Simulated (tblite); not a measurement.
Compound: C₄H₆F₂O₂S.
Geometry (GFN2-xTB, Å), atoms numbered from 1 in this order:
```
atom  x, y, z in Å
C1    -0.9166    1.6775    0.5256
C2    -0.7139    0.4476    0.1030
C3    -1.5218   -0.7623    0.4390
F4    -2.5607   -0.4779    1.2555
F5    -0.7565   -1.6673    1.1092
S6     0.6213    0.0842   -1.0695
C7     1.9488   -0.6176   -0.0608
O8     0.1186   -0.9175   -1.9668
O9     1.0718    1.3311   -1.6167
H10   -0.2718    2.4636    0.1704
H11   -1.7158    1.9366    1.2022
H12   -1.9054   -1.2586   -0.4654
H13    2.7664   -0.8576   -0.7298
H14    2.2511    0.1357    0.6547
H15    1.5801   -1.5097    0.4274
```

Level: GFN2-xTB in tblite, geometry and Hessian alike; calculated harmonic values, unscaled, isolated species. This tight-binding method is rough: wavenumbers can miss measured ones by several per cent, in bad cases by 10 to 20. One conformer, not necessarily the lowest.

Harmonic wavenumbers (cm⁻¹): 42.6, 58.7, 121.3, 131.0, 165.0, 225.7, 249.9, 285.3, 307.2, 385.0, 409.8, 475.4, 497.5, 585.9, 673.5, 706.1, 758.2, 856.8, 870.6, 915.3, 951.2, 1021.3, 1049.4, 1113.6, 1137.4, 1244.4, 1254.5, 1268.3, 1274.2, 1358.7, 1413.7, 1425.3, 1717.7, 2904.0, 3065.2, 3081.7, 3087.6, 3095.6, 3130.8.

A = 2318, B = 1063, C = 913.7 MHz; mass 156.006 u (most abundant isotopes); point group C1, symmetry number 1.

Question: Zero-point energy?

Answer: Half the sum of the wavenumbers: 21658 cm⁻¹ = 61.92 kcal/mol.

Question: What is S at 400 K and 1 bar for an ideal gas of classical rigid rotors and harmonic oscillators?

Answer: Translation 42.53, rotation 30.22, vibration 40.28: S = 113.0 cal/(mol K).

Question: And Cp and H(400 K) − H(0)?

Answer: Cp = 45.61 cal/(mol K), of which vibrations give 37.66 (their classical limit is 39 R = 77.5); H(400 K) − H(0) = 11.34 kcal/mol without the zero-point energy, 8.16 from vibrations.

Question: How do the functions run with temperature in this model?

Answer: 
| T (K) | S (cal/(mol K)) | Cp (cal/(mol K)) | H − H(0) (kcal/mol) | G − H(0) (kcal/mol) | ln q(vib) |
| --- | --- | --- | --- | --- | --- |
| 100 | 70.9 | 19.4 | 1.34 | -5.76 | 1.90 |
| 200 | 87.5 | 29.2 | 3.78 | -13.72 | 4.67 |
| 300 | 101.0 | 38.0 | 7.15 | -23.16 | 7.39 |
| 500 | 123.9 | 51.8 | 16.22 | -45.73 | 12.52 |
| 800 | 151.1 | 63.8 | 33.75 | -87.17 | 19.45 |
| 1000 | 165.9 | 68.7 | 47.03 | -118.91 | 23.56 |

q(vib) and H(0) count from the zero-point level.

Question: What must be added to the electronic energy to get the Gibbs energy at 400 K and 1 bar?

Answer: ZPE + [H(400 K) − H(0)] − T·S = 61.92 + 11.34 − 45.21 = 28.05 kcal/mol.

Question: Which modes carry the vibrational entropy at 400 K?

Answer: 42.6 cm⁻¹: 5.72; 58.7 cm⁻¹: 5.08; 121.3 cm⁻¹: 3.65; 131.0 cm⁻¹: 3.50; 165.0 cm⁻¹: 3.05; 225.7 cm⁻¹: 2.46 cal/(mol K); the other 33 give 16.82 together.

Hindered rotation and anharmonicity are outside this model. Other conformers, if any are populated, would add a mixing term that is left out. The structure is chiral; the term R ln 2 for an equal mix with its mirror image is left out.

Time: 0.81 s of wall time. Hardware: one thread, Arm Neoverse N1 (aarch64), on a shared host. This covers the Hessian and the dipole derivatives.
